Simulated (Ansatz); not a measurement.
The cluster Cr5O15, relaxed as a singlet with RKS r2SCAN-D4/def2-SVP in Ansatz, starting from the GFN1-xTB geometry. Force threshold 0.03 eV/Å.

The structure holds 4 bonds between oxygen atoms, so isomers without such links may lie far lower. The restricted singlet is unstable towards broken spin symmetry at other levels; at r2SCAN-D4/def2-SVP this wasn't settled. Another isomer (singlet) lies 0.30 eV lower at PBE0-D4/def2-TZVP; other spin states weren't run for this one.

Start:

```csv
atom,x (Å),y (Å),z (Å)
Cr1,-1.320,-0.214,0.753
Cr2,2.160,0.229,1.487
Cr3,-0.104,-1.399,-1.057
Cr4,0.858,1.788,0.181
Cr5,-0.711,0.994,-1.561
O6,-2.495,1.165,-1.149
O7,-2.366,1.151,1.045
O8,1.741,-1.306,-0.774
O9,-2.829,0.529,0.004
O10,-0.561,-1.883,0.676
O11,-0.426,0.228,2.329
O12,1.314,-2.480,-1.083
O13,-0.205,2.398,-0.874
O14,-1.111,-0.608,-2.247
O15,2.133,-1.166,0.530
O16,0.281,0.621,1.331
O17,2.676,0.554,2.885
O18,-1.561,-1.743,-0.091
O19,0.092,-0.284,-2.546
O20,2.431,1.423,0.161
```

(1) Estimate the energy that the relaxation releases and the steps that it takes.

(2) Does the start keep its bonding and symmetry?

(3) Predict the relaxed structure.

Answers

(1) 367.5 kcal/mol, in 60 steps; 5.1 min on 2 threads of AMD EPYC 7R13 on a shared host and a share (18 GiB) of an NVIDIA H100 80GB HBM3. No frequencies were taken in this run, so the end may be a saddle point.

(2) Bonds lost: Cr1–O7, O6–O9, O8–O15, O11–O16 (atoms count from 1). Bonds formed: Cr4–O8, Cr5–O7 (atoms count from 1). Metal–metal contacts that move far: Cr1–Cr5 2.68 to 3.65 Å, Cr3–Cr4 3.55 to 2.81 Å.

(3) 
```xyz
20

Cr   -0.964   -0.853    1.357
Cr    2.250    0.663    1.990
Cr   -0.481   -1.307   -1.353
Cr    1.318    0.536   -0.231
Cr   -1.270    1.256   -1.600
O    -1.818    2.465   -2.376
O    -2.290    1.150   -0.077
O     1.507   -0.794   -1.382
O    -1.822    0.706    1.090
O    -0.764   -2.436    0.270
O    -1.291   -1.327    2.781
O     1.087   -2.116   -1.642
O     0.193    1.700   -0.678
O    -1.855   -0.410   -2.340
O     3.221   -0.376    2.626
O     0.728   -0.199    1.321
O     1.935    1.882    2.903
O    -1.899   -1.649   -0.088
O    -0.598   -0.071   -2.918
O     2.813    1.181    0.348
```
Bond lengths (bridged metal pairs left out): 24 × Cr–O 1.54 to 2.05 Å; 4 × O–O 1.33 to 1.43 Å.
